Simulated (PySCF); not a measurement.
Al2(mu-NH2)2(Me)4, C4H16Al2N2, singlet at its GFN2-xTB optimised geometry (Å):

```
24

Al    -1.4202     0.0060     0.0000
Al     1.4202     0.0060     0.0000
N      0.0000     1.3771     0.0000
H     -0.0001     1.9933     0.8102
H      0.0001     1.9897    -0.8130
C     -2.3004     0.0183    -1.7841
H     -2.9443    -0.8548    -1.9281
H     -1.6041     0.0295    -2.6296
H     -2.9529     0.8876    -1.9119
C     -2.2734    -0.0071     1.7970
H     -2.9210    -0.8783     1.9364
H     -2.9174     0.8643     1.9514
H     -1.5628    -0.0157     2.6304
N      0.0000    -1.3649    -0.0200
H     -0.0001    -1.9933     0.7806
H      0.0001    -1.9650    -0.8423
C      2.2998     0.0188    -1.7844
H      2.9490    -0.8509    -1.9261
H      2.9470     0.8916    -1.9152
H      1.6031     0.0232    -2.6295
C      2.2735    -0.0072     1.7970
H      2.9176    -0.8807     1.9382
H      1.5627    -0.0114     2.6304
H      2.9208     0.8619     1.9497
```

Calculation: PBE0/def2-SVP run with PySCF 2.14.0. Cells within 0.4 Å of a nucleus heavier than hydrogen are left out (blank, or x).

Map of the electron localisation function on the plane z = 0.0 Å:

```
|00000000000000000000000000000|
|00000000000000000000000000000|
|00000000000000000000000000000|
|00000000000000000000000000000|
|00000000000000000000000000000|
|00000000000112221100000000000|
|00000000011235653211000000000|
|00000000023467776432000000000|
|00000000135776x67753100000000|
|0000000014798xxx8974100000000|
|0000000013899xxx9983100000000|
|00001110001899899810001110000|
|00001210131089998013101210000|
|000112018xx1144411xx810211000|
|00012202xxx3011103xxx20221000|
|000112018x811444118x810211000|
|00001210130089998003101210000|
|00000110001899899810001100000|
|0000000013899xxx9983100000000|
|0000000014798xxx8974100000000|
|00000000135776x67753100000000|
|00000000023467776432000000000|
|00000000011235553211000000000|
|00000000000112221100000000000|
|00000000000000000000000000000|
|00000000000000000000000000000|
|00000000000000000000000000000|
|00000000000000000000000000000|
|00000000000000000000000000000|
```
Scale: ten equal steps from 0.000 (start of '0') to 0.936 (end of '9'), in the order '0123456789'; x runs from -4.00 to 4.00, y from -4.00 (bottom) to 4.00 (top).
